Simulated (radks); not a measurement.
The numbers below are computed, except where a source is named.
All-electron atom: Rh3+ in [Kr] 4d6.

Level of theory: scalar-relativistic Kohn-Sham, LB94 model potential, spin-polarised, spherical densities, finite nucleus; open shells are filled with parallel spins first (spin-orbit coupling, left out, can overturn this in heavy ions); Fermi nuclear charge, rms radius 4.4945 fm (a radial shooting solver on a logarithmic mesh with Libxc functionals).

Energy parts (eV):
kinetic: 135224.647
electron-nucleus: -313128.511
Hartree: 51527.267
(The LB94 potential has no energy functional, so no total or exchange-correlation energy is given.)

Orbitals (lengths in bohr, moments of r in powers of bohr; <r^-3> diverges for s and p1/2; r(max) is where P^2 peaks):
1s down: occ. 1; eigenvalue (eV) -23206.39; r(max) 0.02117
1s up: occ. 1; eigenvalue (eV) -23206.36; r(max) 0.02117
2s up: occ. 1; eigenvalue (eV) -3415.682; r(max) 0.1197
2s down: occ. 1; eigenvalue (eV) -3415.575; r(max) 0.1197
2p up: occ. 3; eigenvalue (eV) -3070.453; <r^-3> 3276; r(max) 0.09560
2p down: occ. 3; eigenvalue (eV) -3070.420; <r^-3> 3277; r(max) 0.09560
3s up: occ. 1; eigenvalue (eV) -651.9243; r(max) 0.3518
3s down: occ. 1; eigenvalue (eV) -651.6583; r(max) 0.3520
3p up: occ. 3; eigenvalue (eV) -537.9936; <r^-3> 566.7; r(max) 0.3449
3p down: occ. 3; eigenvalue (eV) -537.7214; <r^-3> 565.2; r(max) 0.3451
3d up: occ. 5; eigenvalue (eV) -355.2946; <r^-3> 77.59; r(max) 0.2906
3d down: occ. 5; eigenvalue (eV) -354.9205; <r^-3> 77.44; r(max) 0.2908
4s up: occ. 1; eigenvalue (eV) -126.7638; r(max) 0.8756
4s down: occ. 1; eigenvalue (eV) -126.0635; r(max) 0.8724
4p up: occ. 3; eigenvalue (eV) -94.4050; <r^-3> 92.67; r(max) 0.9384
4p down: occ. 3; eigenvalue (eV) -93.4871; <r^-3> 94.51; r(max) 0.9343
4d up: occ. 5; eigenvalue (eV) -48.2333; <r^-3> 7.841; r(max) 1.119
4d down: occ. 1; eigenvalue (eV) -47.0152; <r^-3> 8.052; r(max) 1.111

The highest occupied level is 4d down at -47.015 eV. The spin density at the nucleus is -1.906 e/bohr^3 (1s 0.101, 2s -1.133, 3s 2.538, 4s -3.412). The electron density at the nucleus is 1.238e+05 e/bohr^3 (large components only). The density falls to 0.001 e/bohr^3 at r = 3.15 bohr.
